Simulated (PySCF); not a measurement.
Isomers of C5H11OPSi, mass 146.032 u with the commonest isotopes. Computed with PBE0/pcSseg-1 in PySCF (dipole) on a GFN2-xTB geometry, gas phase. One conformer each, none proved a minimum here; rigid rotors.

Problem. Order these by dipole moment, largest first.
A. `[CH3:1][C:2](=[O:3])[C@H:4]1[CH2:5][Si@H:6]([PH2:7])[CH2:8]1` with C1–C2–C4–C5 127°, C5–Si6–P7–H 92° and -176°, C2–C4–C5–Si6 91°, C4–C5–Si6–P7 126°, C5–Si6–C8–C4 -17°, C2–C4–C8–Si6 -91°
B. `[CH:1]#[C:2][P@:3](=[O:4])([CH2:5][CH3:6])[CH2:7][SiH3:8]` with C2–P3–C5–C6 -60°, C2–P3–C7–Si8 173°
C. `[CH3:1][CH2:2][P:3]1[C:4]([SiH3:5])=[C:6]1[O:7][CH3:8]` with C1–C2–P3–C4 -83°, C4–C6–O7–C8 -179°

Solution. B (4.12 D), C (2.22 D), A (2.09 D).

Problem. Order these by radius of gyration √(Σ m r²/M), smallest first.
A. `[CH:1]#[C:2][P@:3](=[O:4])([CH2:5][CH3:6])[CH2:7][SiH3:8]` with C2–P3–C5–C6 -60°, C2–P3–C7–Si8 173°
B. `[CH3:1][CH2:2][P:3]1[C:4]([SiH3:5])=[C:6]1[O:7][CH3:8]` with C1–C2–P3–C4 -83°, C4–C6–O7–C8 -179°
C. `[CH3:1][C:2](=[O:3])[C@H:4]1[CH2:5][Si@H:6]([PH2:7])[CH2:8]1` with C1–C2–C4–C5 127°, C5–Si6–P7–H 92° and -176°, C2–C4–C5–Si6 91°, C4–C5–Si6–P7 126°, C5–Si6–C8–C4 -17°, C2–C4–C8–Si6 -91°

Solution. A (2.144 Å), B (2.287 Å), C (2.337 Å).

Problem. Order these by rotational constant A, smallest first.
A. `[CH3:1][C:2](=[O:3])[C@H:4]1[CH2:5][Si@H:6]([PH2:7])[CH2:8]1` with C1–C2–C4–C5 127°, C5–Si6–P7–H 92° and -176°, C2–C4–C5–Si6 91°, C4–C5–Si6–P7 126°, C5–Si6–C8–C4 -17°, C2–C4–C8–Si6 -91°
B. `[CH:1]#[C:2][P@:3](=[O:4])([CH2:5][CH3:6])[CH2:7][SiH3:8]` with C2–P3–C5–C6 -60°, C2–P3–C7–Si8 173°
C. `[CH3:1][CH2:2][P:3]1[C:4]([SiH3:5])=[C:6]1[O:7][CH3:8]` with C1–C2–P3–C4 -83°, C4–C6–O7–C8 -179°

Solution. C (1344 MHz), B (1906 MHz), A (4228 MHz).

```tsv
SMILES	point group	Ia (u·Å²)	Ib (u·Å²)	Ic (u·Å²)	κ	μa (D)	μb (D)	μc (D)
C#C[P@](=O)(CC)C[SiH3]	C1	265.21	500.76	576.92	-0.74	0.54	2.77	3.00
CC(=O)[C@H]1C[Si@H](P)C1	Cs	119.54	727.73	748.40	-0.99	1.35	1.60	0.01
CCP1C([SiH3])=C1OC	C1	375.95	435.17	716.93	0.43	1.78	0.84	1.04
```
